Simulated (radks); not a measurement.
Species: Os. Configuration: [Xe] 4f14 5d5 6s2 5f1 (not the ground configuration). Method: scalar-relativistic Kohn-Sham, LDA (Slater exchange, Perdew-Wang correlation), spin-unpolarised, spherical densities, finite nucleus; Fermi nuclear charge, rms radius 5.4126 fm; computed with a radial shooting solver on a logarithmic mesh with Libxc functionals.

Normalised radial functions P(r) = r R(r), r in bohr:

r	6s	5f
0.001622	0.0352	0.0000
0.002325	0.0446	0.0000
0.003332	0.0547	0.0000
0.004776	0.0641	0.0000
0.006791	0.0695	0.0000
0.009733	0.0662	0.0000
0.01395	0.0472	0.0000
0.02	0.0070	0.0000
0.02866	-0.0505	0.0000
0.04075	-0.1001	0.0000
0.05841	-0.0964	0.0001
0.08372	-0.0009	0.0002
0.12	0.1300	0.0005
0.172	0.1236	0.0011
0.2465	-0.0891	0.0018
0.3506	-0.2208	0.0022
0.5025	0.0153	0.0018
0.7202	0.3311	0.0006
1.032	0.1959	-0.0014
1.48	-0.3272	-0.0042
2.121	-0.6878	-0.0089
3.016	-0.6071	-0.0178
4.322	-0.2890	-0.0358
6.195	-0.0681	-0.0710
8.88	-0.0068	-0.1432
12.73	-0.0002	-0.2463
18.24	0.0000	-0.2695
25.94	0.0000	-0.1340
37.18	0.0000	-0.0219
53.29	0.0000	-0.0011

6s: eigenvalue -12.719 eV, 5 radial nodes at r = 0.0210, 0.0839, 0.217, 0.495, 1.20 bohr, <r> = 2.70 bohr, 90 % of the charge inside 3.92 bohr. 5f: eigenvalue -0.437 eV, 1 radial node at r = 0.810 bohr, <r> = 17.3 bohr, 90 % of the charge inside 24.2 bohr.
